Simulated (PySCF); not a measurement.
Si(OSiH3)(Me)(Cl)2 (CH6Cl2OSi2), SMILES C[Si](Cl)(Cl)O[SiH3]. Atoms are numbered in the order given.

```xyz
12

C      2.0214    -1.3458    -0.3648
Si     0.5781    -0.2559     0.0503
Cl     0.9987     1.7325    -0.3945
Cl     0.1408    -0.3594     2.0784
O     -0.7581    -0.7179    -0.8110
Si    -2.3016    -0.1015    -1.1186
H      1.7782    -2.3999    -0.1249
H      2.9137    -1.0441     0.2172
H      2.2551    -1.2688    -1.4451
H     -2.8035     0.6613     0.0747
H     -2.2533     0.8005    -2.3179
H     -3.1960    -1.2717    -1.3978
```
Charge 0, spin multiplicity 1.

Geometry optimised at PBE-D3(BJ)/def2-SVP. One conformer was computed; it need not be the lowest.

The numbers are results of PBE-D3(BJ)/def2-SVP run with PySCF 2.14.0, not measurements.

Frequencies are harmonic and unscaled.

Computed normal modes with their intensities:
```json
[
 {"mode": "1", "ν (cm⁻¹)": "31", "IR (km/mol)": "0.7", "moving atoms (share of kinetic energy)": "Cl 39 %, Si 32 %, H 16 %, O 12 %"},
 {"mode": "2", "ν (cm⁻¹)": "40", "IR (km/mol)": "0.1", "moving atoms (share of kinetic energy)": "H 92 %"},
 {"mode": "3", "ν (cm⁻¹)": "70", "IR (km/mol)": "2.3", "moving atoms (share of kinetic energy)": "Si 39 %, Cl 27 %, H 17 %, O 10 %"},
 {"mode": "4", "ν (cm⁻¹)": "141", "IR (km/mol)": "0.0", "moving atoms (share of kinetic energy)": "H 99 %"},
 {"mode": "5", "ν (cm⁻¹)": "157", "IR (km/mol)": "0.9", "moving atoms (share of kinetic energy)": "Cl 54 %, C 18 %, H 11 %, O 8 %"},
 {"mode": "6", "ν (cm⁻¹)": "171", "IR (km/mol)": "0.2", "moving atoms (share of kinetic energy)": "C 35 %, Cl 25 %, H 25 %, O 13 %"},
 {"mode": "7", "ν (cm⁻¹)": "204", "IR (km/mol)": "4.2", "moving atoms (share of kinetic energy)": "Cl 35 %, Si 23 %, H 18 %, C 17 %"},
 {"mode": "8", "ν (cm⁻¹)": "260", "IR (km/mol)": "7.1", "moving atoms (share of kinetic energy)": "O 48 %, Cl 33 %, H 9 %"},
 {"mode": "9", "ν (cm⁻¹)": "292", "IR (km/mol)": "19.6", "moving atoms (share of kinetic energy)": "O 34 %, Si 27 %, Cl 17 %, C 14 %, H 8 %"},
 {"mode": "10", "ν (cm⁻¹)": "446", "IR (km/mol)": "19.1", "moving atoms (share of kinetic energy)": "Cl 52 %, Si 20 %, C 15 %"},
 {"mode": "11", "ν (cm⁻¹)": "562", "IR (km/mol)": "119.1", "moving atoms (share of kinetic energy)": "Si 56 %, Cl 34 %, H 9 %"},
 {"mode": "12", "ν (cm⁻¹)": "619", "IR (km/mol)": "19.0", "moving atoms (share of kinetic energy)": "Si 53 %, H 27 %, O 12 %"},
 {"mode": "13", "ν (cm⁻¹)": "695", "IR (km/mol)": "42.7", "moving atoms (share of kinetic energy)": "H 83 %, Si 9 %, O 8 %"},
 {"mode": "14", "ν (cm⁻¹)": "707", "IR (km/mol)": "38.3", "moving atoms (share of kinetic energy)": "H 77 %, O 12 %, Si 10 %"},
 {"mode": "15", "ν (cm⁻¹)": "749", "IR (km/mol)": "74.7", "moving atoms (share of kinetic energy)": "Si 45 %, C 35 %, H 18 %"},
 {"mode": "16", "ν (cm⁻¹)": "785", "IR (km/mol)": "95.6", "moving atoms (share of kinetic energy)": "H 67 %, C 20 %, Si 12 %"},
 {"mode": "17", "ν (cm⁻¹)": "797", "IR (km/mol)": "88.3", "moving atoms (share of kinetic energy)": "H 62 %, C 19 %, Si 15 %"},
 {"mode": "18", "ν (cm⁻¹)": "912", "IR (km/mol)": "68.4", "moving atoms (share of kinetic energy)": "H 96 %"},
 {"mode": "19", "ν (cm⁻¹)": "917", "IR (km/mol)": "61.1", "moving atoms (share of kinetic energy)": "H 96 %"},
 {"mode": "20", "ν (cm⁻¹)": "938", "IR (km/mol)": "496.1", "moving atoms (share of kinetic energy)": "H 76 %, Si 17 %"},
 {"mode": "21", "ν (cm⁻¹)": "1044", "IR (km/mol)": "333.9", "moving atoms (share of kinetic energy)": "O 69 %, Si 18 %, H 13 %"},
 {"mode": "22", "ν (cm⁻¹)": "1224", "IR (km/mol)": "33.4", "moving atoms (share of kinetic energy)": "H 77 %, C 23 %"},
 {"mode": "23", "ν (cm⁻¹)": "1373", "IR (km/mol)": "4.5", "moving atoms (share of kinetic energy)": "H 96 %"},
 {"mode": "24", "ν (cm⁻¹)": "1374", "IR (km/mol)": "3.2", "moving atoms (share of kinetic energy)": "H 96 %"},
 {"mode": "25", "ν (cm⁻¹)": "2176", "IR (km/mol)": "60.6", "moving atoms (share of kinetic energy)": "H 98 %"},
 {"mode": "26", "ν (cm⁻¹)": "2185", "IR (km/mol)": "110.1", "moving atoms (share of kinetic energy)": "H 96 %"},
 {"mode": "27", "ν (cm⁻¹)": "2197", "IR (km/mol)": "113.3", "moving atoms (share of kinetic energy)": "H 96 %"},
 {"mode": "28", "ν (cm⁻¹)": "2988", "IR (km/mol)": "0.1", "moving atoms (share of kinetic energy)": "H 97 %"},
 {"mode": "29", "ν (cm⁻¹)": "3094", "IR (km/mol)": "0.2", "moving atoms (share of kinetic energy)": "H 91 %, C 9 %"},
 {"mode": "30", "ν (cm⁻¹)": "3100", "IR (km/mol)": "0.1", "moving atoms (share of kinetic energy)": "H 91 %, C 9 %"}
]
```
